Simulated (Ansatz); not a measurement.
Calculated with Ansatz (gas phase, PBE0-D4/def2-TZVP geometries, no zero-point term in ΔE). CCSD(T)/CBS is the MP2 limit (def2-TZVPP, def2-QZVPP) plus CCSD(T) − MP2 in def2-TZVPP, frozen cores. This one scheme is used for every species, atoms too. Functionals use def2-TZVPP. B3LYP here is the variant with VWN-RPA as its local correlation; programs differ in this. No spin–orbit coupling; open shells (•) take unrestricted orbitals. Spin–orbit coupling would lower the free atoms: a little for Al, B, C, O. One conformer a species, not always the lowest.

Consider the atomization: `B[O][AlH][CH3]` → Al• + B• + C• + 6 H• + O•.

| level | ΔE (kJ/mol) |
| --- | --- |
| revPBE-D4 | 3602.3 |
| r2SCAN | 3677.1 |
| B3LYP | 3646.4 |
| CAM-B3LYP | 3679.9 |
| MP2/def2-SVP | 3538.9 |
| SCS-MP2/def2-TZVPP | 3624.8 |
| MP2/def2-QZVPP | 3681.2 |
| HF/CBS(def2) | 2833.1 |

Question: What does CCSD(T)/CBS give? (Best estimate.)

Answer: The calculation gave: +3662.0 kJ/mol. The listed levels differ from it by -59.7, 15.1, -15.6, 17.9, -123.1, -37.2, 19.2, -828.9 kJ/mol.

Question: What do rigid-rotor, harmonic-oscillator terms from PBE0-D4/def2-TZVP frequencies (298.15 K, 1 bar) make of the CCSD(T)/CBS value? (An estimate is asked.)

Answer: The calculation gave: ΔZPE = -177.1 kJ/mol, ΔH = +3525.1 kJ/mol, ΔS = 976 J/(mol·K), ΔG = +3234.1 kJ/mol. Open shells count their whole term as degenerate. Modes under 50 cm⁻¹ make the entropy rough.

Largest T1 diagnostic among the species: 0.018.

In def2-TZVPP, CCSD(T) changes the Hartree–Fock value by +754.1 kJ/mol (the triples alone add +38.2 kJ/mol) and MP2 by +806.1 kJ/mol; breaking electron pairs costs correlation energy, which Hartree–Fock lacks. From PBE to PBE0 (25 % exact exchange), in def2-TZVPP and without D4, ΔE moves by −38.1 kJ/mol: exact exchange takes away binding that semilocal exchange gives to molecules.

For atomizations the MP2-based limit and the directly extrapolated one differ by several kJ/mol either way, and by 10 to 25 for some Ge, Se and Sn compounds, so smaller differences from it don't rank the levels.
